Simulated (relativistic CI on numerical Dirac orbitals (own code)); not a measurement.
## Hf³⁺: resonant inelastic scattering at the L2,3 edge

Computed with this model: Dirac-Coulomb-Breit CI, KLI orbitals optimised for each configuration, QED by a radiative potential, valence Slater integrals scaled by 0.7, Kramers-Heisenberg scattering through one core-hole configuration in a parametric crystal field; configurations [Xe] 4f14 5d → [He] 2s2 2p5 3s2 3p6 3d10 4s2 4p6 4d10 4f14 5s2 5p6 5d2; 10 K; core-hole width 5 eV; summed over polarisations. Incident energies are the highest absorption maxima for each field (at most a few, so the weaker spin-orbit partner edge can be absent), on the computed scale of the free ion. Intensities are in per cent of the strongest line above 0.02 eV; levels within 1 cm⁻¹ are merged; final levels count from the ground level, the first row holds all elastic scattering, lines under 0.4 are left out and each table stops after 24 rows. The scale of the Slater integrals is a model choice and moves the terms in proportion.

Field parameters in Wybourne normalisation: Oh B⁴₀ = 21Dq, B⁴₄ = √(5/14) B⁴₀. The field is a parameter set, without covalency.

S is read from ⟨S²⟩ = S(S + 1).

Oh, 10Dq = 7000 cm⁻¹:

```csv
Final level (eV),Degeneracy,Irrep,S,9560.6 eV,10739.1 eV
0.000,4,Γ8,0.50,3713.4,611.7
0.348,2,Γ7,0.50,79.1,2.9
1.077,4,Γ8,0.50,100.0,42.2
```

Oh, 10Dq = 15850 cm⁻¹:

```tsv
Final level (eV)	Degeneracy	Irrep	S	9560.7 eV	10739.1 eV
0.000	4	Γ8	0.50	3048.3	524.2
0.320	2	Γ7	0.50	83.4	2.6
2.117	4	Γ8	0.50	100.0	44.9
```

Oh, 10Dq = 24650 cm⁻¹:

```tsv
Final level (eV)	Degeneracy	Irrep	S	9561.1 eV	10738.6 eV
0.000	4	Γ8	0.50	2427.7	468.7
0.310	2	Γ7	0.50	66.1	2.4
3.190	4	Γ8	0.50	100.0	32.8
```

For the first field the strongest loss at the lowest incident energy is the level at 1.08 eV (S = 0.50, against 0.50 in the thermal ground state).
